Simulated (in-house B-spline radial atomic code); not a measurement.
A run on Tc (an excited or competing configuration) that did not converge. Method: scalar-relativistic (X2C) wB97X, spin-polarised, spherical fractional occupations, exact exchange averaged over the configuration, Fermi nucleus of rms radius 4.41117 fm; computed with a B-spline radial code for spherical atoms.

Command:
```bash
python run_scf.py task.json out
```
Settings (nuclear radius in fm, mass in u):
```
Z                43
configuration    [Ar] 3d10 4s2 4p5 4d5 5s2 6d1
hamiltonian      x2c
method           wb97x
spin_polarised   True
nucleus          fermi
rms_radius       4.41117
atomic_mass      96.90636
speed_of_light   137.035999084
exact_exchange   averaged over the configuration
```

First and last ten iterations of the last attempt (damped for 15 steps, keeping 80 % of the old Fock matrix, then DIIS):
```
 iter        energy (Eh)    residual
    1       -4273.962714    4.46e-01
    2       -4280.041067    2.98e-01
    3       -4281.802295    1.93e-01
    4       -4282.695637    1.35e-01
    5       -4283.169687    1.00e-01
    6       -4283.417486    7.55e-02
    7       -4283.547439    5.61e-02
    8       -4283.616223    4.27e-02
    9       -4283.652761    3.51e-02
   10       -4283.672325    2.85e-02
  111       -4283.697592    1.48e-03
  112       -4283.697627    1.49e-03
  113       -4283.697630    1.46e-03
  114       -4283.697779    8.18e-04
  115       -4283.697377    1.75e-03
  116       -4283.697498    9.83e-04
  117       -4283.697506    1.19e-03
  118       -4283.697518    1.12e-03
  119       -4283.697503    1.28e-03
  120       -4283.697504    1.25e-03
 not converged after 120 iterations
```

The smallest residual met was 7.6e-04; the threshold is about 4e-07. No energy from this run should be used. Run time, properties included: 81 s on 1 thread of Intel(R) Xeon(R) Platinum 8259CL CPU @ 2.50GHz, on a shared host.
